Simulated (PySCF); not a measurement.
Input for PySCF: R-HF/STO-3G on C2H7Br (a complex), monomers drawn apart or pushed together.

```python
from pyscf import gto, scf, dft, mp
from pyscf.data.elements import chemcore

mol = gto.M(
    atom='''
    C     0.05417364    0.05640722    0.16268498
    H    -0.12555833   -0.57143035    1.03421359
    H    -0.57916204    0.94176924    0.21288607
    H     1.10137235    0.35710060    0.13704253
    H    -0.18084523   -0.50195570   -0.74246462
    C     0.56677297    1.03513615    6.06306017
    Br   -0.08598077   -0.75464478    6.51235663
    H     0.60259522    1.10733824    4.98213776
    H     1.55382049    1.14314170    6.49865074
    H    -0.12885378    1.75294819    6.48320840
    ''',
    basis='sto-3g',
    charge=0, spin=0, verbose=3, max_memory=1800)
mf = scf.RHF(mol)
mf.conv_tol = 1e-8
mf.max_cycle = 100
mf.kernel()
if not mf.converged:
    mf = mf.newton().run(mf.mo_coeff, mf.mo_occ)
```

What total energy does the run end on?

-2623.5386 hartree.
